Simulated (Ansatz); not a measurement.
`BS[SiH2]OC` + CH₄ → `BS[SiH2]C` + CH₃OH at 600 K and 1 bar (formal exchange of groups at the Si–O bond).

Calculated with Ansatz (gas phase, PBE0-D4/def2-TZVP geometries, no zero-point term in ΔE). CCSD(T)/CBS adds triple-zeta CCSD(T) − MP2 to the extrapolated MP2 energy (def2 sets, frozen cores). This one scheme is used for every species. Each species was taken in one conformer, which may not be the lowest.

| species | CCSD(T)/CBS energy (Eh) | H − E (kJ/mol) | S (J/(mol·K)) |
| --- | --- | --- | --- |
| `BS[SiH2]OC` | -829.15371 | 287.7 | 476.8 |
| CH₄ | -40.46206 | 140.4 | 215.7 |
| `BS[SiH2]C` | -753.95937 | 264.7 | 440.3 |
| CH₃OH | -115.61712 | 163.6 | 277.3 |

H − E and S are ideal-gas, rigid-rotor, harmonic terms from PBE0-D4/def2-TZVP, for one conformer and one mirror image of each species. 1 Eh = 2625.50 kJ/mol, R = 8.31446 J/(mol·K).

Problem. By hand: ΔE, ΔH, ΔS and ΔG.

Solution. ΔE = (-753.95937) + (-115.61712) − (-829.15371) − (-40.46206) = 0.03928 Eh = 103.1 kJ/mol. Δ(H − E) = 264.7 + 163.6 − 287.7 − 140.4 = 0.2, so ΔH = 103.3 kJ/mol. ΔS = 440.3 + 277.3 − 476.8 − 215.7 = 25.1 J/(mol·K). ΔG = 103.3 − 600 × (25.1)/1000 = 88.2 kJ/mol.

Problem. By hand: the equilibrium constant, and the temperature at which ΔG would vanish if ΔH and ΔS stayed fixed.

Solution. log₁₀ K = −ΔG/(RT ln 10) = -7.7. ΔG = 0 at ΔH/ΔS = 4116 K, far beyond where these terms or the molecules hold.

ΔH outweighs TΔS. A doubt of 5 kJ/mol in ΔE shifts log₁₀ K by 0.4 here. Other conformers and mirror images would add mixing entropy, several J/(mol·K) or more a flexible species. Modes under 60 cm⁻¹, often nearly free rotors, make the harmonic entropy too high. These are equilibria of isolated gas molecules and say nothing of rates. Largest T1 diagnostic: 0.013 (customary marks: 0.02 for closed shells, 0.045 for open ones).
